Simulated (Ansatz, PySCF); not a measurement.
Energy difference R1 → P1 + P2, each structure at its B3LYP-D3(BJ)/def2-TZVP stationary point, reached from a drawn start (curvature not checked).
R1, NH3 (SMILES N) (charge 0, multiplicity 1):
```xyz
4

N     -0.0022    -0.0022    -0.2791
H      0.9433    -0.0095     0.0858
H     -0.4615     0.8223     0.0904
H     -0.4795    -0.8106     0.1031
```
P1: NH (SMILES [NH]), charge 0, multiplicity 3.
P2: H2 (SMILES [H][H]), charge 0, multiplicity 1.

```csv
level,reaction energy (kcal/mol),minus CCSD(T)/cc-pVQZ
HF/cc-pVQZ,65.64,-37.66
SVWN5/def2-TZVPP,128.12,24.82
PBE/def2-TZVPP,108.16,4.86
PBE-D3(BJ)/def2-TZVPP,108.45,5.16
PBE-D4/def2-TZVPP,108.32,5.02
BLYP-D3(BJ)/def2-TZVPP,102.69,-0.60
PBE0/def2-TZVPP,104.94,1.64
PBE0-D3(BJ)/def2-TZVPP,105.16,1.87
PBE0-D4/def2-TZVPP,105.07,1.77
CAM-B3LYP-D4/def2-TZVPP,104.50,1.20
wB97M-V/def2-TZVPP,105.48,2.19
B2PLYP/def2-TZVPP,103.27,-0.03
B2PLYP-D3(BJ)/def2-TZVPP,103.46,0.17
MP2/cc-pVDZ,98.10,-5.19
MP2/cc-pVTZ,106.90,3.60
SCS-MP2/cc-pVTZ,104.64,1.34
CCSD/cc-pVTZ,98.01,-5.29
CCSD/cc-pVQZ,100.65,-2.65
CCSD(T)/cc-pVTZ,100.42,-2.88
CCSD(T)/cc-pVQZ,103.30,0.00
```

 The comparison column counts from a level with limits of its own.

P less R. No zero-point or thermal terms; singlets are restricted closed shells; open shells are unrestricted.

Cores are frozen in the correlated methods.

Run with Ansatz (Gaussian basis) for Hartree–Fock, density functionals and correlated methods; PySCF for the D3/D4 terms. No computed number here is a measurement.

Ansatz is a program for electronic structure.
